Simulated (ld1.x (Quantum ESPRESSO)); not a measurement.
## What one change does to a pseudopotential (sulfur, TM)

- Element: S (Z = 16)
- Generator: ld1.x (Quantum ESPRESSO) 7.5
- Type: norm-conserving Troullier–Martins (Kleinman–Bylander form)
- Functional: LDA (PZ)
- Relativity: scalar-relativistic
- Frozen core: [Ne]
- Valence charge: 6
- Reference configuration: 3s2 3p4
- Partial waves: 3s (bound): rc 1.45 bohr; 3p (bound): rc 1.30 bohr; 3d channel at 0.45 Ry: rc 1.55 bohr
- Local potential: the d channel
- Core correction: none

All-electron outer shells of the reference configuration (LDA (PZ), scalar-relativistic, ld1.x):

```
shell  level (eV)  outermost node (bohr)  outermost maximum (bohr)
   2s     -210.79                   0.13                      0.39
   2p     -156.52                      –                      0.33
   3s      -17.28                   0.60                      1.40
   3p       -7.11                   0.58                      1.59
```

Change: all radii scaled by about 0.83 (s 1.20, p 1.08, d 1.28 bohr).

Cutoffs: the cutoffs (Ry, on a coarse ladder) from which the occupation-weighted sum of valence levels, in a spherical-Bessel basis at the reference potential, stays within 10 and 1 mRy of its value at 400 Ry; they do not see the model core or the augmentation charge, which bear on the density cutoff. Errors are all-electron minus pseudo energies relative to the spin-unpolarised reference configuration.

Predict the effect on cutoff, ghosts and configuration errors.

The potential gets harder (50 Ry and 90 Ry → 100 Ry and 160 Ry); of the 9 tests that both files solve, the error grows in 7 and shrinks in 0 by more than 15 % and 0.3 meV (median size 14.3 → 23.8 meV); neither file shows a bound ghost. A smaller radius makes the pseudo-wave follow the all-electron one further in, where it bends more sharply, so more plane waves are needed. That the errors move this way runs against the usual rule that smaller radii transfer better.

```tsv
quantity	base	changed
cutoff, loose	50 Ry	100 Ry
cutoff, tight	90 Ry	160 Ry
loose cutoff by channel (10 mRy a level)	s 21 Ry, p 10 Ry	s 21 Ry, p 80 Ry
bound ghosts	none	none
error for 3s2 3p3, meV [ΔE 11.86 eV]	+5.9	+9.3
error for 3s2 3p2, meV [ΔE 34.24 eV]	+43	+64
error for 3s2 3p1, meV [ΔE 68.39 eV]	+159	+229
error for 3s2 3p3.5, meV [ΔE 4.71 eV]	+0.9	+1.6
error for 3s0 3p6, meV [ΔE 20.61 eV]	+12	+24
error for 3s1 3p5, meV [ΔE 10.24 eV]	+2.8	+5.9
error for 3s1 3p4, meV [ΔE 22.66 eV]	+14	+24
error for 3s2 3p4 (spin-polarised), meV [ΔE -0.71 eV]	+61	+61
error for 3s2 3p3 (spin-polarised), meV [ΔE 9.90 eV]	+198	+199
```
